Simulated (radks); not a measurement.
Results of a calculation; reference values are marked as such.
Orbital eigenvalues (eV) of the krypton ion Kr+, [Ar] 3d10 4s2 4p5, at several levels of relativity; Dirac values are averaged over j with weights 2j + 1. Spin-unpolarised spherical Kohn-Sham, PBEsol, point nucleus unless stated (finite: rms radius 4.1884 fm), a radial shooting solver on a logarithmic mesh with Libxc functionals. A level marked "c x" has the speed of light scaled by that factor and shares open shells by 2j + 1; other Dirac levels either fill j = l - 1/2 first or share by 2j + 1.

shell,non-rel.,"scalar-rel., finite nucleus","Dirac, 2j+1 shares","Dirac, c x 3","change of magnitude, last against first (%)"
1s,-13901,-14160,-14155,-13929,+0.20
2s,-1816.9,-1875.1,-1874.2,-1823.0,+0.34
2p,-1645.1,-1659.8,-1659.4,-1646.7,+0.09
3s,-265.78,-275.42,-275.30,-266.79,+0.38
3p,-204.74,-206.86,-206.86,-204.97,+0.11
3d,-95.207,-93.295,-93.249,-94.992,-0.23
4s,-33.019,-33.980,-33.970,-33.120,+0.31
4p,-19.550,-19.546,-19.550,-19.550,0.00
